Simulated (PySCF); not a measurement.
C9H8N2S.

```xyz
20

C     -1.6712    -2.1477    -0.1757
C     -1.7340    -0.6518    -0.0354
C     -2.9691     0.0623     0.0894
C     -2.8094     1.4151     0.2418
S     -1.1441     1.8628     0.2373
C     -0.6403     0.1996     0.0278
C      0.7875    -0.1169    -0.0422
C      1.7479     0.5506     0.7430
N      3.0476     0.2742     0.6843
C      3.4173    -0.6920    -0.1596
N      2.6098    -1.3896    -0.9599
C      1.3118    -1.0961    -0.9069
H     -2.5173    -2.6191     0.3468
H     -1.7274    -2.4621    -1.2320
H     -0.7417    -2.5604     0.2421
H     -3.9441    -0.4278     0.0740
H     -3.5810     2.1750     0.3542
H      1.4341     1.3314     1.4465
H      4.4863    -0.9313    -0.2020
H      0.6531    -1.6417    -1.5898
```
Charge 0, spin multiplicity 1.

Coordinates come from a B3LYP-D3(BJ)/def2-SVP optimisation. The structure was generated by enumeration, and PubChem lists no compound with its InChIKey, so it may never have been made. Other conformers were not sampled.

Method: PBE/pcSseg-1 run with PySCF. Non-relativistic, no solvent.

Give the absolute GIAO shielding of each atom: isotropic value and principal components (ppm). (Estimate from the structure and the level; the computed values follow.)


```tsv
atom	σ(iso)	σ11	σ22	σ33	span
C1	162.6	148.3	159.0	180.4	32.1
C2	41.2	-21.4	9.7	135.4	156.9
C3	44.5	-29.5	39.4	123.7	153.2
C4	47.8	-39.4	43.7	139.1	178.6
S5	240.3	127.6	255.8	337.6	210.0
C6	40.0	-22.5	31.8	110.6	133.0
C7	47.0	-53.2	31.9	162.2	215.5
C8	20.8	-77.1	12.7	126.9	204.0
N9	-75.0	-338.0	-164.7	277.7	615.7
C10	18.5	-72.4	14.9	113.1	185.6
N11	-70.5	-333.8	-162.7	285.0	618.8
C12	22.1	-76.5	8.6	134.2	210.7
H13	28.7	23.2	27.9	35.0	11.8
H14	28.6	24.6	26.1	35.1	10.5
H15	28.8	23.9	30.1	32.5	8.6
H16	24.2	21.1	24.9	26.5	5.4
H17	24.1	21.4	24.0	26.8	5.4
H18	22.5	17.0	20.7	29.7	12.6
H19	21.9	17.3	23.4	24.9	7.5
H20	22.5	17.3	21.0	29.1	11.8
```
